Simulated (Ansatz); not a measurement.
Molecule: C2H10NSi2, charge -1, multiplicity 1. It need not be the lowest isomer of its formula. Whether it binds its extra electron was not tested at this geometry. SMILES: C[SiH](C)[N-][SiH3]
Structure (B3LYP-D3(BJ)/def2-TZVP (Ansatz, a first-principles code) minimum search):
```
Si
N 1 1.6382
Si 2 1.6374 1 151.59
H 3 1.5108 2 114.12 1 171.71
H 3 1.5163 4 102.28 2 127.62
H 3 1.5164 4 102.07 5 105.15
H 1 1.5190 2 116.25 3 -50.62
C 1 1.9047 7 103.26 2 124.07
H 8 1.0934 1 110.31 7 -67.98
H 8 1.0945 9 107.56 1 120.33
H 8 1.0956 9 108.25 10 116.83
C 1 1.9090 7 102.92 2 -127.25
H 12 1.0936 1 110.40 7 67.65
H 12 1.0945 13 107.51 1 -120.44
H 12 1.0959 13 108.13 14 -116.69
```
Charge -1, spin multiplicity 1.

Parts of the frozen-core correlation energy in cc-pwCVTZ (Ansatz, hartree). Frozen orbitals: 13; correlated occupied orbitals by spin: 16 and 16; virtual: 358 and 358. No spin-orbit coupling. Non-relativistic.

| term | value |
|---|---|
| reference (HF) | -714.02965 |
| MP2 opposite-spin | -0.66781 |
| MP2 same-spin | -0.17938 |
| CCSD correlation | -0.90565 |
| (T) | -0.03665 |
| T1 diagnostic | 0.011 |
| largest doubles amplitude | 0.013 |
